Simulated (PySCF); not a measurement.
# Ionising InPb

TPSS; PySCF, scalar-relativistic core potentials, basis sets In cc-pVDZ-PP with ECP28, Pb cc-pVDZ-PP with ECP60. Neutral (UKS): quartet (σ ↑, π ↑↑), Re = 2.922 Å, ωe = 125 cm⁻¹, De = 2.01 eV, HOMO -4.17 eV, LUMO -3.12 eV.

InPb⁺ (UKS): triplet (σ ↑, π ↑), Re = 3.321 Å, ωe = 72.1 cm⁻¹. The energies at the minima are -382.87204 hartree for InPb and -382.63506 for InPb⁺.

Task: Work out the adiabatic ionisation energy, without and with harmonic zero-point energies (1 hartree = 27.2114 eV, 1 eV = 8065.5 cm⁻¹), and the change of the bond length.

Result: At TPSS: 0.23698 hartree = 6.449 eV between the minima; the zero-point term (72.1 − 125.0)/2 cm⁻¹ = -0.003 eV makes it 6.445 eV. Re changes by +39.9 pm against the neutral. The electron leaves a π orbital, and the ion is left as a loose complex of an ion and an atom.

Spin–orbit coupling is left out, which matters for elements this heavy, above all for dissociation energies. States were picked by a PBE0 search and need not be the measured ground states.
